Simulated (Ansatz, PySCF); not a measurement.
Pair of molecules: H2O (SMILES O) (first 3 atoms) with C2H3F (SMILES C=CF); geometry from B3LYP-D3(BJ)/def2-TZVP, rigid monomers moved along the line of their centres of mass till H3···F6 is 3.76 Å.
(charge 0, multiplicity 1):
```xyz
9

O      0.33121    -0.11507    -0.57489
H      0.03162    -0.85918    -1.10668
H     -0.36170     0.02173     0.08275
C      0.63904    -0.80199     4.35451
C     -0.63293    -0.59498     4.61895
F     -1.52496    -0.26851     3.64452
H      1.03127    -0.72253     3.34931
H      1.30465    -1.05659     5.16629
H     -1.11655    -0.64939     5.58428
```

Interaction energies are E(AB) − E(A) − E(B) at the monomers' geometry in the complex; basis-set methods are counterpoise corrected.

Rows in 6-31G* carry no dispersion term and start afresh at each structure (6-31G* with six Cartesian d functions). MP2/6-31G* freezes PySCF's default core.

Codes used: Ansatz (Gaussian basis) for Hartree–Fock, density functionals and correlated methods; PySCF for 6-31G* rows, the dispersion terms. Values without a source in brackets are computed.

Q: Estimate the interaction energy that PBE-D3(BJ)/def2-TZVPPD returns for this input.

A: -36 meV

Ansatz is a quantum-chemistry and plane-wave program.
